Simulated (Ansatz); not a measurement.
Gas-phase electronic energies from Ansatz, PBE0-D4/def2-TZVP geometries. CCSD(T)/CBS adds triple-zeta CCSD(T) − MP2 to the extrapolated MP2 energy (def2 sets, frozen cores). This one scheme is used for every species. Functionals use def2-TZVPP. B3LYP here is the variant with VWN-RPA as its local correlation; programs differ in this. One conformer a species, not always the lowest.

`O[SiH2]C[SiH](O)Cl` + `F[SiH2]Cl` → `O[Si@H](Cl)[Si@H](F)Cl` + `C[SiH2]O`  (formal exchange of groups at the Si–C bond)

| level | ΔE (kJ/mol) | difference from CCSD(T)/CBS |
| --- | --- | --- |
| PBE-D4 | 31.8 | -18.1 |
| r2SCAN-D4 | 43.7 | -6.2 |
| PBE0-D4 | 39.2 | -10.7 |
| B3LYP-D4 | 41.6 | -8.3 |
| ωB97X-V | 46.3 | -3.6 |
| ωB97M-V | 53.8 | 3.9 |
| B2PLYP | 44.8 | -5.1 |
| PBE | 27.8 | -22.1 |
| r2SCAN | 42.7 | -7.2 |
| PBE0 | 35.9 | -14.0 |
| B3LYP | 35.3 | -14.6 |
| HF/def2-TZVPP | 46.3 | -3.6 |
| MP2/def2-TZVPP | 59.1 | 9.2 |
| SCS-MP2/def2-TZVPP | 55.2 | 5.3 |
| CCSD/def2-TZVPP | 51.7 | 1.8 |
| CCSD(T)/def2-TZVPP | 52.4 | 2.5 |
| HF/def2-QZVPP | 46.2 | -3.7 |
| MP2/def2-QZVPP | 57.6 | 7.7 |
| SCS-MP2/def2-QZVPP | 53.7 | 3.8 |
| HF/CBS(def2) | 46.2 | -3.7 |
| MP2/CBS(def2) | 56.6 | 6.7 |
| CCSD/CBS(def2) | 49.1 | -0.8 |
| CCSD(T)/CBS | 49.9 | 0 |

Largest T1 diagnostic among the species: 0.011.

The D4 term adds +6.3 kJ/mol with B3LYP and +3.3 kJ/mol with PBE0; it sums over pairs of atoms, weighted by their polarisabilities, and B3LYP, whose exchange is more repulsive, gets the larger term. From PBE to PBE0 (25 % exact exchange), in def2-TZVPP and without D4, ΔE moves by +8.0 kJ/mol.
